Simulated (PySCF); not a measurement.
## Two-component Hartree-Fock for Nb⁺ (niobium, charge +1)

Start: [Kr] 4d3 5s1; 4d5/2 filled at m_j = +1/2, +3/2, +5/2; 5s1/2 filled at m_j = +1/2. Calculated with PySCF 2.14 in x2c-SVPall-2c with one added diffuse shell each of s, p, d type (7s9p7d1f, 76 functions): generalised Hartree-Fock with the X2C-1e Hamiltonian and a Gaussian nucleus; one run each with spin-orbit coupling (SO) switched off, then screened by Boettger's factors. This is a chosen level, not necessarily the ground level.

| spinor shell | electrons | ε, spin-free (eV) | ε, screened SO (eV) | weight of nominal j (screened SO) | rms radius, screened SO (bohr) |
| --- | --- | --- | --- | --- | --- |
| 1s1/2 | 2 | -19093.7 | -19092.9 | 1.000 | 0.0415 |
| 2s1/2 | 2 | -2751.6 | -2751.5 | 1.000 | 0.171 |
| 2p1/2 | 2 | -2452.4 | -2518.6 | 1.000 | 0.149 |
| 2p3/2 | 4 | -2452.4 | -2421.3 | 1.000 | 0.154 |
| 3s1/2 | 2 | -498.78 | -498.77 | 1.000 | 0.471 |
| 3p1/2 | 2 | -397.96 | -409.14 | 1.000 | 0.471 |
| 3p3/2 | 4 | -397.96 | -392.73 | 1.000 | 0.482 |
| 3d3/2 | 4 | -233.03 | -234.76 | 0.984 | 0.472 |
| 3d5/2 | 6 | -233.03 | -231.90 | 0.989 | 0.475 |
| 4s1/2 | 2 | -82.218 | -82.241 | 1.000 | 1.23 |
| 4p3/2 | 4 | -52.698 | -51.639 | 0.869 | 1.39 |
| 4p1/2 | 2 | -52.698 | -54.989 | 0.738 | 1.39 |
| 4d5/2 | 3 | -17.463 | -17.439 | 0.773 | 2.09 |
| 5s1/2 | 1 | -13.171 | -13.179 | 1.000 | 3.60 |

| quantity | spin-free | screened SO |
| --- | --- | --- |
| E (hartree) | -3816.47367 | -3816.85990 |
| M_J | 5 | 5 |
| ⟨J²⟩ | 30.009 | 30.009 |
| ⟨L²⟩ | 12.007 | 12.046 |
| ⟨S²⟩ | 6.002 | 5.995 |

Each row is a mean over spinors that exchange with the open shell spreads, by up to 6.565 eV (4p3/2).

Rows whose weight is well below 1 are mixtures of j = l ± 1/2: exchange outweighs spin-orbit coupling there, and the label is only the starting occupation.

Breit and QED terms are absent; they matter most for the inner s and p1/2 levels.

Densities and radii are taken from the X2C orbitals without a picture-change correction, which distorts them close to the nucleus.

Without spin-orbit coupling the j labels of p, d and f shells carry no meaning; the spin-free column gives the mean over the occupied spinors of each nl shell.
